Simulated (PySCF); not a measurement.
Radial density of Ag+ (silver, charge +1)

BP86, [Kr] 4d10, closed-shell 1S. All numbers are calculated (PySCF 2.14, scalar relativity through the core potential, in aug-cc-pwCVTZ-PP with ECP28MDF (8s8p7d4f3g, 122 functions)). This is the valence pseudo-density: the core potential removes the inner electrons and smooths the orbitals near the nucleus.

| r (bohr) | 4πr²ρ (e/bohr) |
| --- | --- |
| 0.0180 | 1.360e-05 |
| 0.0304 | 3.393e-05 |
| 0.0511 | 7.937e-05 |
| 0.0859 | 0.0003268 |
| 0.144 | 0.003536 |
| 0.243 | 0.05678 |
| 0.409 | 1.357 |
| 0.687 | 13.81 |
| 1.16 | 14.77 |
| 1.94 | 3.327 |
| 3.27 | 0.2901 |
| 5.50 | 0.004656 |

Energies and moments cover only the electrons outside the core potential.
